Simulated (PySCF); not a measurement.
H5P, SMILES [H][P@TB7]([H])([H])([H])[H]. Geometry: PBE0-D3(BJ)/def2-TZVPD.

### Question
Give the equilibrium geometry at PBE0-D3(BJ)/def2-TZVPD (PySCF confirms it by a frequency run) as Cartesian coordinates in Å, and its point group. (Estimate from the structure and the level; the computed values follow.)

### Answer
point group D3h.
```xyz
6

P      0.0000     0.0000     0.0000
H      0.0000     0.0000     1.4812
H      0.0000     0.0000    -1.4812
H      1.4274     0.0000     0.0000
H     -0.7137     1.2362     0.0000
H     -0.7137    -1.2362     0.0000
```
Charge 0, spin multiplicity 1.
